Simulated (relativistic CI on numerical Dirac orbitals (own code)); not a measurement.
**Crystal-field levels of Re⁴⁺, 5d3**

Calculated by Dirac-Coulomb-Breit CI, separate exchange-only KLI orbitals for each configuration, model QED (radiative potential, 1s self-energy scaled to tabulated hydrogen-like ionisation energies), valence Slater integrals scaled by 0.9, one configuration in a parametric crystal field (own radial code). With so little scaling, terms lie 10 to 35 % too far apart, which can change the order of excited levels.

Field parameters in Wybourne normalisation: D4h B²₀ = −7Ds, B⁴₀ = 21(Dq − Dt), B⁴₄ = 21√(5/14) Dq. The field is a parameter set, without covalency.

S and J are read from ⟨S²⟩ = S(S + 1) and ⟨J²⟩ = J(J + 1) of each level; they are not fictitious spins.

D4h, 10Dq = 29300, Ds = -1500, Dt = 660 cm⁻¹, the lowest 16 levels:

```csv
E (cm⁻¹),Degeneracy,Irrep,S,J
0.0,2,Γ6,1.44,3.13
181,2,Γ7,1.47,3.10
9527,2,Γ6,0.65,3.61
12869,2,Γ7,0.56,3.92
14450,2,Γ7,0.64,3.86
15016,2,Γ6,0.65,3.74
16382,2,Γ6,0.59,3.68
23262,2,Γ7,1.15,3.48
24094,2,Γ7,1.42,3.17
24846,2,Γ6,1.44,3.25
24908,2,Γ6,1.39,3.15
26222,2,Γ7,1.09,3.60
27301,2,Γ7,0.96,3.50
28637,2,Γ6,1.20,3.56
29380,2,Γ7,1.30,2.78
31245,2,Γ6,1.05,3.43
```

Principal g values of the ground doublet: 0.14, 0.14, 4.70.

D4h, 10Dq = 29300, Ds = -1090, Dt = 660 cm⁻¹, the lowest 10 levels:

| E (cm⁻¹) | Degeneracy | Irrep | S | J |
| --- | --- | --- | --- | --- |
| 0.0 | 2 | Γ6 | 1.45 | 3.13 |
| 116 | 2 | Γ7 | 1.47 | 3.10 |
| 10364 | 2 | Γ6 | 0.64 | 3.63 |
| 13596 | 2 | Γ7 | 0.55 | 3.90 |
| 14408 | 2 | Γ7 | 0.65 | 3.86 |
| 14966 | 2 | Γ6 | 0.64 | 3.75 |
| 16316 | 2 | Γ6 | 0.59 | 3.66 |
| 23089 | 2 | Γ7 | 1.16 | 3.50 |
| 23892 | 2 | Γ7 | 1.39 | 3.14 |
| 25101 | 2 | Γ6 | 1.42 | 3.38 |

Principal g values of the ground doublet: 0.13, 0.13, 4.76.

D4h, 10Dq = 29300, Ds = -680, Dt = 660 cm⁻¹, the lowest 10 levels:

```tsv
E (cm⁻¹)	Degeneracy	Irrep	S	J
0.0	2	Γ6	1.46	3.14
62.2	2	Γ7	1.47	3.10
11173	2	Γ6	0.64	3.66
14158	2	Γ7	0.57	3.79
14426	2	Γ7	0.63	3.95
14926	2	Γ6	0.63	3.76
16268	2	Γ6	0.59	3.64
22910	2	Γ7	1.19	3.51
23603	2	Γ7	1.36	3.12
25158	2	Γ6	1.40	3.40
```

Principal g values of the ground doublet: 0.12, 0.12, 4.80.

The free-ion ground term has S = 3/2. Every field shown keeps that spin.

Levels of this model without a field, named by their leading LS term: 4F_3/2 0, 4F_5/2 4154, 4F_7/2 8063, 4F_9/2 11220, 4P_3/2 13745, 4P_1/2 15301, 2G_7/2 19132, 2H_9/2 19716 cm⁻¹.
